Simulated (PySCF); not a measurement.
GeO, neutral, multiplicity 1. Atoms are numbered in the order given.

```xyz
2

Ge     0.0000     0.0000    -0.3258
O      0.0000     0.0000     1.3031
```

Geometry: r2SCAN-D4/def2-TZVPD.

Computed with TDA-M06-2X/def2-TZVPD (PySCF 2.14.0).

Vertical excitations; the highest root listed may be one member of a degenerate set. Isolated molecule, no solvent.

Computed excitation energies, oscillator strengths and character:
| state | energy (eV) | λ (nm) | f | main pairs |
|---|---|---|---|---|
| S1 | 4.69 | 264 | 0.000 | HOMO−2→LUMO+1 48 %, HOMO−1→LUMO 48 % |
| S2 | 4.97 | 249 | 0.066 | HOMO→LUMO (degenerate set) |
| S3 | 4.97 | 249 | 0.066 | HOMO→LUMO+1 (degenerate set) |
| S4 | 5.06 | 245 | 0.000 | HOMO−1→LUMO, HOMO−2→LUMO+1 (degenerate set) |
| S5 | 5.06 | 245 | 0.000 | HOMO−1→LUMO+1, HOMO−2→LUMO (degenerate set) |
| S6 | 7.29 | 170 | 0.005 | HOMO→LUMO+3 34 %, HOMO−2→LUMO 26 %, HOMO−1→LUMO+1 26 % |
| S7 | 8.15 | 152 | 0.056 | HOMO−1→LUMO+3, HOMO−1→LUMO+2 (degenerate set) |
| S8 | 8.15 | 152 | 0.056 | HOMO−2→LUMO+3, HOMO−2→LUMO+2 (degenerate set) |
| S9 | 8.48 | 146 | 0.002 | HOMO→LUMO+2 93 % |
| S10 | 8.93 | 139 | 0.040 | HOMO−1→LUMO+2 55 %, HOMO−1→LUMO+3 39 % |
| T1 | 3.71 | 334 | 0 | HOMO→LUMO+1 (degenerate set) |
| T2 | 3.71 | 334 | 0 | HOMO→LUMO (degenerate set) |
| T3 | 3.94 | 314 | 0 | HOMO−1→LUMO+1 47 %, HOMO−2→LUMO 47 % |
| T4 | 4.36 | 284 | 0 | HOMO−1→LUMO 48 %, HOMO−2→LUMO+1 48 % |
Triplets are in the Tamm–Dancoff approximation.
